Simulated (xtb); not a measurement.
Harmonic IR lines of one isomer of C3H8S, unscaled. Calculation: GFN2-xTB in xtb 6.7.1.

```csv
wavenumber (cm⁻¹),relative intensity
206,21
237,10
814,11
945,4.9
1121,3.8
1239,7.3
1500,4.9
2432,100
2964,15
2975,9.7
2989,21
3004,11
3033,34
3038,27
3044,19
```

Question: Which structure gives these lines?
(A) `CCSC`
(B) `CC(C)S`
(C) `CCCS`

Answer: C, `CCCS`
